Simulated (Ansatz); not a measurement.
Ansatz results at the PBE0-D4/def2-TZVP geometry: LUMO energy (PBE0/def2-TZVPP) 1.20 eV; size of the dipole moment (ωB97M-V/def2-TZVPP) 1.05 D; HOMO energy (B3LYP/def2-TZVPP) -6.92 eV.

Each molecule was computed in one conformer, which needn't be the lowest.

(1) Which molecule gave them?
A. `C/C=C/C`
B. `COc1ccc(C(=O)O)cc1`
C. `CC[C@H](C)O[C@@H](C)CC`
D. `Cc1cccnc1C`

Results:

(1) C. The others give `COc1ccc(C(=O)O)cc1`: -1.13, 3.58, -6.63; `Cc1cccnc1C`: -0.52, 2.14, -6.85; `C/C=C/C`: 0.74, 0.00, -6.69.

B3LYP here is the variant with VWN-RPA as its local correlation; programs differ in this.
